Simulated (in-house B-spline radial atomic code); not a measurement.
Ho XI (Ho10+): [He] 2s1 2p6 3s2 3p6 3d10 4s2 4p6 4d10 4f9 5s2 5p1 (with a hole in an inner shell)

Method: Dirac-Hartree-Fock, average of configuration, Fermi nucleus of rms radius 5.2022 fm. Calculated with an all-electron radial atomic-structure program (B-spline basis).

Screening seen three ways: the hydrogenic charge with the same mean radius, Z_r = [3n² - l(l+1)]/(2<r>), the one with the same energy, Z_e = n√(-2ε), and Slater's rules. Values are occupation-weighted means over j. An effective charge above Z reflects the relativistic contraction of the inner shells.

| shell | electrons | ε (eV) | <r> (bohr) | Z_r | Z_e | Slater |
| --- | --- | --- | --- | --- | --- | --- |
| 1s | 2 | -56383 | 0.02074 | 72.34 | 64.37 | 66.70 |
| 2s | 1 | -9833.1 | 0.0874 | 68.65 | 53.77 | 63.20 |
| 2p | 6 | -8766.3 | 0.07732 | 64.66 | 50.77 | 63.20 |
| 3s | 2 | -2402.9 | 0.2265 | 59.60 | 39.87 | 56.60 |
| 3p | 6 | -2077.2 | 0.225 | 55.56 | 37.07 | 56.60 |
| 3d | 10 | -1645.6 | 0.2041 | 51.44 | 32.99 | 46.85 |
| 4s | 2 | -644.97 | 0.5107 | 46.99 | 27.54 | 40.25 |
| 4p | 6 | -531.79 | 0.5378 | 42.77 | 25.01 | 40.25 |
| 4d | 10 | -370.9 | 0.574 | 36.59 | 20.88 | 28.85 |
| 5s | 2 | -211.14 | 1.131 | 33.14 | 19.70 | 16.35 |
| 4f | 9 | -193.65 | 0.6499 | 27.70 | 15.09 | 19.20 |
| 5p | 1 | -181.56 | 1.234 | 29.57 | 18.27 | 16.35 |

The least bound orbital is 5p3/2 at -178.8 eV, and it is also the most diffuse (<r> = 1.252 bohr). The part-filled 2s shell lies below the filled 5s shell in orbital energy.

Spin-orbit splittings of the orbital energies (j = l + 1/2 above j = l - 1/2 when positive): 2p 869.5 eV, 3p 187.9 eV, 3d 41.67 eV, 4p 43.29 eV, 4d 8.293 eV, 4f 1.358 eV, 5p 8.294 eV.

For the 1s electron the small component carries 6.27 % of the norm, the zero-frequency Breit interaction raises the level by 170.8 eV, self-energy by 106.2 eV, and vacuum polarisation lowers it by 18.11 eV.
